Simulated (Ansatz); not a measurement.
Geometry optimisation, RKS PBE-D4/def2-SVP (Ansatz).

Input file:

```yaml
crystal:
  periodic: [false, false, false]
  atoms:
    - { symbol: Mo, position_ang: [-0.05036, -0.106987, -0.044443] }
    - { symbol: Cl, position_ang: [-0.072667, -0.162344, 2.265535] }
    - { symbol: Cl, position_ang: [2.213517, -0.304137, -0.25155] }
    - { symbol: F, position_ang: [-0.191591, 1.70857, -0.289354] }
    - { symbol: F, position_ang: [-1.9117, -0.113104, 0.024506] }
    - { symbol: F, position_ang: [-0.193815, -1.957359, -0.042467] }
    - { symbol: F, position_ang: [-0.19719, -0.243895, -1.893266] }
    - { symbol: F, position_ang: [1.604832, 1.959322, 1.349116] }
    - { symbol: H, position_ang: [1.708675, 1.688435, 2.234224] }
basis:
  gaussian: { orbitals: def2-SVP }
hamiltonian:
  xc: pbe
  dispersion: d4
relax:
  f_tol: 0.03
  max_steps: 50
```

Command:

```bash
$ ansatz run input.yaml --threads 4 --pin off --max-ram 5120MiB --backend cpu --events-out ev --progress --plain --runs-dir out
```

**Question.** Where does it end, and by what steps?

**Answer.** It converged. After 8 steps the energy has fallen by 0.248 eV; F8 moved furthest, 0.61 Å.

```tsv
step	energy less start (eV)	largest force component (eV/Å)	accepted
0	0.0000	0.525	yes
1	-0.1219	0.845	yes
2	-0.1770	1.426	yes
3	-0.1104	1.932	no
4	-0.2272	0.169	yes
5	-0.2338	0.106	yes
6	-0.2460	0.041	yes
7	-0.2471	0.115	yes
8	-0.2478	0.010	yes
```

```xyz
9
Properties=species:S:1:pos:R:3
Mo -0.114 -0.215 -0.130
Cl 0.000 -0.106 2.186
Cl 2.150 -0.305 -0.339
F -0.126 1.625 -0.237
F -1.966 -0.171 -0.009
F -0.223 -2.058 -0.043
F -0.306 -0.304 -1.969
F 2.054 2.223 1.670
H 1.441 1.779 2.223
```

Run time: 19 s on 4 threads of Arm Neoverse V2, with other jobs on the host, peak memory 0.23 GiB.
